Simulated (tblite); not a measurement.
A tight-binding relaxation on `CCC(=[Se])OCC(F)=C(F)F`.

Computed with GFN2-xTB geometry optimisation, gas phase (tblite 0.8.0). Start geometry: from a force field or distance geometry. The input is one job of a driver script: a line of settings, then coordinates in Å.

Command:
```bash
OMP_NUM_THREADS=1 python probes_run.py task.json out
```

Input:
```
{"job": {"kind": "relax", "xc": "GFN2-xTB", "basis": "xTB"}, "charge": 0, "multiplicity": 1}
C     -3.283400     0.121700    -0.680100
C     -2.002800     0.132400     0.049900
C     -0.879300    -0.593600    -0.612100
Se    -1.100900    -1.468400    -2.352000
O      0.338700    -0.596200     0.079300
C      1.355800     0.280400    -0.365400
C      2.599500     0.159100     0.464100
F      2.543100     0.417000     1.821900
C      3.781500    -0.200000    -0.041700
F      3.941100    -0.473200    -1.361900
F      4.868200    -0.298900     0.747500
H     -4.119900     0.083200     0.092700
H     -3.468200    -0.745100    -1.321100
H     -3.423800     1.066900    -1.281700
H     -1.647700     1.201500     0.174200
H     -2.164700    -0.323900     1.079400
H      1.643700    -0.089200    -1.384500
H      1.010300     1.332700    -0.385000
```

Question: Give the output.

Answer: 
```
step      E/eV     max force
  0   -1027.49010    3.328
  1   -1027.94863    2.620
  2   -1028.17434    1.135
  3   -1028.23904    0.994
  4   -1028.29376    0.555
  5   -1028.31291    0.415
  6   -1028.34388    0.340
  7   -1028.35681    0.293
  8   -1028.37119    0.237
  9   -1028.37942    0.214
... (136 lines left out)
146   -1028.93045    0.044
147   -1028.93072    0.042
148   -1028.93099    0.029
149   -1028.93110    0.037
150   -1028.93124    0.035
151   -1028.93132    0.031
152   -1028.93139    0.015
153   -1028.93142    0.011
154   -1028.93144    0.013
155   -1028.93146    0.008
```

«max force» is the largest atomic force in eV/Å.

Question: From which step on does the largest force stay under 0.1 eV/Å, and how much energy is left to gain from there?

Answer: From step 144 (0.053 eV/Å), 1.9 meV above the end.

Summary of the converged run: energy lowered by 33.2 kcal/mol over 155 steps; largest atomic force 0.008 eV/Å at the end.

Question: Estimate the wall time. Hardware: Arm Neoverse V1, one thread, no GPU, shared host.

Answer: About 1.4 s.
Labels such as C1 count atoms from 1, the log's own numbers from 0.
